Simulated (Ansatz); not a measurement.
Cost and result up the ladder for Si₅O₄ (9 atoms). Total charge 0; singlet. Geometry: PBE-D4/def2-SVP.

Cartesian coordinates in Å:
```
Si -0.552 -1.526 -1.920
Si 0.886 2.559 0.472
Si -0.743 0.465 2.606
Si 0.024 -1.456 0.349
Si 1.081 -0.099 -1.034
O 1.401 1.555 -0.822
O 0.123 1.461 1.528
O -1.571 -1.878 -3.042
O -0.648 -1.080 1.862
```

Ansatz on 4 threads of Arm Neoverse V1 on a shared host. Times are rough, and most runs start from the orbitals of an earlier one. No level here is sound enough to serve as a yardstick. Binding counts from free atoms at the same level (Si triplet, O triplet; other spins of the atoms weren't run), without zero-point energy or a counterpoise term.

Correlated methods freeze 29 core orbitals. The rows differ in basis, and correlated rows in double-zeta sets carry the largest basis error. Another isomer (singlet) lies 1.00 eV lower at PBE0-D4/def2-TZVP; other spin states weren't run for this one.

Run but left out: HF/STO-3G, BHLYP-D4/def2-TZVP, PBE-QIDH/def2-TZVP (restricted singlet, unstable in another Hartree–Fock run and untested here).

Correlated methods converge slowly with the basis, most of all in double-zeta sets.

```tsv
level	functions	wall time	binding energy per atom (eV)	remarks
PBE-D4/def2-SVP	146	2 s	4.66	restricted SCF unstable in HF
PBE0-D4/def2-SVP	146	3.3 s	4.38	restricted SCF unstable in HF
PBE-D4/def2-TZVP (with forces)	309	6.5 s	4.74	restricted SCF unstable in HF
r2SCAN-D4/def2-TZVP	309	12 s	4.57	restricted SCF unstable in HF
PBE0-D4/def2-TZVP	309	15 s	4.49	restricted SCF unstable in HF
MP2/def2-TZVP	309	15 s	4.61	restricted SCF unstable
r2SCANh-D4/def2-TZVP	309	17 s	4.48	restricted SCF unstable in HF
CCSD(T)/def2-SVP	146	28 s	4.00	large T1 (0.025), restricted SCF unstable
```
